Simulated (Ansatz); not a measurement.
`[NH]=[Ta]([NH2])([Cl])[Cl]` + HCl → `[NH]=[Ta]([Cl])([Cl])[Cl]` + NH₃ at 700 K and 1 bar (ligand exchange at a Ta–N bond).

Calculated with Ansatz (gas phase, PBE0-D4/def2-TZVP geometries, no zero-point term in ΔE). CCSD(T)/CBS adds triple-zeta CCSD(T) − MP2 to the extrapolated MP2 energy (def2 sets, frozen cores). This one scheme is used for every species. def2 core potentials past Kr. For Ta outer-core shells are correlated without core-valence functions, which leaves a few kJ/mol of doubt a bond. One conformer a species, not always the lowest.

```json
{"species": "`[NH]=[Ta]([NH2])([Cl])[Cl]`", "CCSD(T)/CBS energy (Eh)": "-1087.86407", "H − E (kJ/mol)": "187.1", "S (J/(mol·K))": "488.3"}
{"species": "HCl", "CCSD(T)/CBS energy (Eh)": "-460.38127", "H − E (kJ/mol)": "38.4", "S (J/(mol·K))": "211.8"}
{"species": "`[NH]=[Ta]([Cl])([Cl])[Cl]`", "CCSD(T)/CBS energy (Eh)": "-1491.75728", "H − E (kJ/mol)": "113.9", "S (J/(mol·K))": "464.4"}
{"species": "NH₃", "CCSD(T)/CBS energy (Eh)": "-56.50880", "H − E (kJ/mol)": "116.9", "S (J/(mol·K))": "226.5"}
```

H − E and S are ideal-gas, rigid-rotor, harmonic terms from PBE0-D4/def2-TZVP, for one conformer and one mirror image of each species. 1 Eh = 2625.50 kJ/mol, R = 8.31446 J/(mol·K).

Q: By hand: ΔE, ΔH, ΔS and ΔG.

A: ΔE = (-1491.75728) + (-56.50880) − (-1087.86407) − (-460.38127) = -0.02074 Eh = -54.5 kJ/mol. Δ(H − E) = 113.9 + 116.9 − 187.1 − 38.4 = 5.3, so ΔH = -49.2 kJ/mol. ΔS = 464.4 + 226.5 − 488.3 − 211.8 = -9.2 J/(mol·K). ΔG = -49.2 − 700 × (-9.2)/1000 = -42.8 kJ/mol.

Q: By hand: the equilibrium constant, and the temperature at which ΔG would vanish if ΔH and ΔS stayed fixed.

A: log₁₀ K = −ΔG/(RT ln 10) = 3.2. ΔG = 0 at ΔH/ΔS = 5348 K, far beyond where these terms or the molecules hold.

The number of gas molecules stays the same, so ΔS is small and ΔH decides. A doubt of 5 kJ/mol in ΔE shifts log₁₀ K by 0.4 here. Other conformers and mirror images would add mixing entropy, several J/(mol·K) or more a flexible species. These are equilibria of isolated gas molecules and say nothing of rates. Largest T1 diagnostic: 0.018 (customary marks: 0.02 for closed shells, 0.045 for open ones).
